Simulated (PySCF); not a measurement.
## Computed properties of Cd(F)(SMe) (CH₃CdFS), SMILES C[S][Cd][F]

Cd(F)(SMe) (CH3CdFS), SMILES C[S][Cd][F]. The structure is a stationary point at B3LYP-D3(BJ)/def2-SVP. The def2 effective core potentials stand for the cores of Cd; spin–orbit coupling is left out. The values are those of a single conformer. All values are computed for the isolated molecule unless a solvent is named; none is compared with measurement here.

**Structure.** The optimised structure has Cs symmetry. All 15 harmonic modes at B3LYP-D3(BJ)/def2-SVP (PySCF) are real, so it is a minimum. With heavy atoms numbered as in [Cd:1]([F:2])[S:3][CH3:4], the shortest bond between them is S3–C4 at 1.845 Å and the longest Cd1–S3 at 2.345 Å.

**Vibrations.** The strongest infrared lines (harmonic, unscaled, degenerate partners summed) lie at 610 cm⁻¹ (73 km/mol, F 81 %, Cd 18 %), 3045 cm⁻¹ (22 km/mol, H 98 %), 1336 cm⁻¹ (20 km/mol, H 87 %, C 13 %). The softest mode is at 87 cm⁻¹ and the zero-point energy is 25.3 kcal/mol.

**Electronic structure.** HF/def2-TZVPD (PySCF) places the frontier levels at -9.67 and 0.86 eV, a gap of 10.53 eV, and gives a dipole moment of 2.48 D and a mean polarisability of 58.6 bohr³. PBE/def2-TZVPD (PySCF) at the same geometry gives -5.90 and -2.71 eV, so its gap is 7.34 eV narrower. An orbital gap is neither the optical nor the fundamental gap.

**Excitations.** TDA-ωB97X/def2-SVPD (PySCF) has S1 at 4.33 eV (287 nm, f = 0.013, weak); the most intense of the 10 singlets computed lies at 6.79 eV (f = 0.29). T1 (TDA) is at 3.97 eV, 0.36 eV under S1. TDA-PBE/def2-SVPD (PySCF) puts S1 at 3.37 eV. No vertical singlet excitation falls in the visible range (under 3.1 eV).
